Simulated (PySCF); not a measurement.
Electron correlation in Ge⁺ (germanium, charge +1)

[Ar] 3d10 4s2 4p1, 2P determinant. All numbers are calculated (PySCF 2.14, the spin-free X2C one-electron Hamiltonian (Gaussian nucleus), in cc-pVTZ-DK). Frozen: [Ar] 3d10; 3 electrons correlated.

MP2 pair energies summed by pair of shells (mhartree):

| pair | energy | share (%) |
| --- | --- | --- |
| 4s-4s | -20.92 | 56.4 |
| 4s-4p | -16.19 | 43.6 |

Total MP2 correlation energy: -37.11 mhartree.

Same-spin part -2.54 and opposite-spin part -34.56 mhartree; SCS-MP2 scales them by 1/3 and 6/5 to -42.32 mhartree.

```json
{"level": "CCSD", "correlation energy (mhartree)": "-50.72"}
{"level": "(T)", "correlation energy (mhartree)": "-0.77"}
{"level": "CCSD(T)", "correlation energy (mhartree)": "-51.49"}
```

Diagnostics: T1 = 0.010, D1 = 0.0236, largest double amplitude 0.093.

Cost of the coupled-cluster step: 0.34 s of wall time on 1 thread of Neoverse-V1 (shared host), for 3 correlated electrons.
